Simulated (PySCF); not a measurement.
CsI, SMILES [I][Cs].

Geometry optimised at B3LYP-D3(BJ)/def2-TZVPD. The def2 effective core potentials stand for the cores of Cs, I; spin–orbit coupling is left out.

Calculation: PySCF with B3LYP/def2-TZVPD.

Gas-phase values at a fixed geometry.

```
Property                                                                                                         Value
---------------------------------------------------------------------------------------------  -----------------------
total energy                                                                                        -318.05485 hartree
point group                                                                                                        C∞v
highest occupied level                                                                                        -5.11 eV
lowest empty level                                                                                            -1.58 eV
orbital gap                                                                                                    3.53 eV
dipole moment                                                                                                  11.73 D
quadrupole, principal values (traceless, Buckingham form, about the centre of nuclear charge)   -0.99, -0.99, 1.97 D·Å
mean static polarisability                                                                       83.3 bohr³ (12.35 Å³)
polarisability, principal values                                                               68.6, 68.6, 112.9 bohr³
```
